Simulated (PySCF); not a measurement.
Si(H)(F) cation (FHSi), SMILES [SiH]F (connectivity only; charge and spin as stated), charge +1, multiplicity 2.

The structure is a stationary point at r2SCAN-D4/def2-TZVPD. The multiplicity is an assumed one; other spin states were not compared. The isomer is the one that the SMILES or the coordinates give; other isomers of the formula were not compared.

Computed with TDA-ωB97X/def2-TZVPD (PySCF).

Vertical excitations. The molecule is in vacuum.

Task: Estimate the UV-visible absorptions. (Estimate from the structure and the level; the computed values follow.)

Result: 
```csv
state,energy (eV),λ (nm),f,main pairs
root 1,3.28,378,0.019,α HOMO→LUMO 98 %
root 2,6.08,204,0.037,"α HOMO→LUMO+2 7 %, β HOMO→LUMO 89 %"
root 3,6.61,188,0.025,α HOMO→LUMO+1 96 %
root 4,6.94,179,0.002,β HOMO−2→LUMO 97 %
root 5,7.09,175,0.010,β HOMO−1→LUMO 89 %
root 6,7.48,166,0.002,"α HOMO−1→LUMO 33 %, β HOMO→LUMO+1 58 %"
root 7,8.52,146,0.003,"α HOMO−2→LUMO 60 %, β HOMO−2→LUMO+1 32 %"
root 8,8.61,144,0.060,"α HOMO−1→LUMO 63 %, β HOMO→LUMO+1 26 %"
root 9,8.68,143,0.184,"α HOMO→LUMO+2 64 %, β HOMO−3→LUMO 17 %, β HOMO−2→LUMO+1 7 %"
root 10,8.89,139,0.005,"α HOMO−3→LUMO 25 %, β HOMO−1→LUMO+1 66 %"
```
Unrestricted roots are not spin-pure.
